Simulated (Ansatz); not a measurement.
Ag₂ (SMILES [Ag][Ag]), singlet, geometry from GFN2-xTB (such geometries of metal compounds can be far from the true shape) (core potentials on Ag); SVWN5/def2-TZVPD (Ansatz, an electronic-structure program).

Ansatz was given this input:
Ansatz 0.2 input:
```yaml
crystal:
  periodic: [false, false, false]
  atoms:
    - {symbol: Ag, position_ang: [-0.00000000, -0.00000000, -1.29645102]}
    - {symbol: Ag, position_ang: [0.00000000, 0.00000000, 1.29645102]}
basis:
  gaussian:
    orbitals: def2-TZVPD
hamiltonian:
  xc: {name: SVWN5}
```

Output, abridged:

```
Functional definition: SVWN5
706 factors; their error is unknown
mean field evaluation 1: about -7984.5516 eV, gradient 3.4e1 eV
mean field evaluation 2: about -7977.8380 eV, gradient 7.8e1 eV
mean field evaluation 4: about -7986.5827 eV, gradient 1.9e0 eV
mean field evaluation 8: about -7986.5881 eV, gradient 1.9e-3 eV
mean field -7986.58805911 eV, -293.5016976686 hartree, gradient 1.3e-5 eV, S^2 0.000000; 0 other end points of the search recorded, 0 dependent functions left out
reference -7986.58809625 eV, -293.5016990333 hartree; 19, 19 occupied and 61, 61 virtual orbitals, 706 factors
Total energy: -7986.58809625 eV, -293.5016990333 hartree
```
